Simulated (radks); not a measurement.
Results of a calculation; reference values are marked as such.
Task: Species: the carbon ion C+. Configuration: [He] 2s2 2p1. Code: a radial shooting solver on a logarithmic mesh with Libxc functionals. Model: non-relativistic Kohn-Sham, r2SCAN, spin-polarised, spherical densities, point nucleus; open shells are filled with parallel spins first; meta-GGA in the generalised Kohn-Sham scheme; hard spherical wall at 15 bohr. Some entries of the table are withheld. Estimate them.

orbital,occ.,eigenvalue (eV),r(max) (bohr)
1s up,1,(1),(2)
1s down,1,(3),(4)
2s up,1,-27.3890,1.169
2s down,1,-24.9268,1.188
2p up,1,-17.7674,1.115
2p down,0,-15.4607,1.155

Result: 
(1) 1s up eigenvalue (eV): -292.4726
(2) 1s up r(max) (bohr): 0.1742
(3) 1s down eigenvalue (eV): -291.8010
(4) 1s down r(max) (bohr): 0.1741
